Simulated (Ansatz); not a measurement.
Species: sum formula SiBrCl, net charge 0, singlet state. 
Structure (B3LYP-D3(BJ)/def2-TZVP (Ansatz, a first-principles code) minimum search):
SMILES: [Si](Br)Cl
```xyz
3

Si     0.3791     0.3746     1.0903
Cl     1.1144     1.8306    -0.2184
Br    -0.6929    -1.0390    -0.3300
```

Computed values are from Ansatz. Cores are frozen in the correlated levels unless marked. UHF or UKS for open shells. Spin-orbit coupling is left out. The frozen core is the preceding noble-gas configuration, with the filled d and f shells of earlier blocks. Non-relativistic. CBS marks a two-point X^-3 extrapolation of the correlation energy; Hartree-Fock from the larger set. [CCSD(T)-MP2]/basis is that difference in the basis named.

The Hartree-Fock reference is unstable (checked in the largest basis), which strains HF and MP2. 

Task: What is the T1 diagnostic at CCSD/def2-QZVPP?

Result: 0.014.

Task: What is the atomisation energy De at CCSD(T)/CBS(def2-TZVPP,def2-QZVPP)?

Result: 193.8 kcal/mol.

Task: What is the vertical electron affinity (to the doublet; negative means unbound) at RI-MP2/CBS(def2-TZVPPD,def2-QZVPPD)+[CCSD(T)-MP2]/def2-TZVPPD?

Result: 1.16 eV.

Task: What is the vertical ionisation energy (to the doublet) at RI-MP2/CBS(def2-TZVPPD,def2-QZVPPD)+[CCSD(T)-MP2]/def2-TZVPPD?

Result: 9.98 eV.

Task: What is the total energy at CCSD(T)/CBS(def2-TZVPP,def2-QZVPP)?

Result: -3321.5914 Eh.
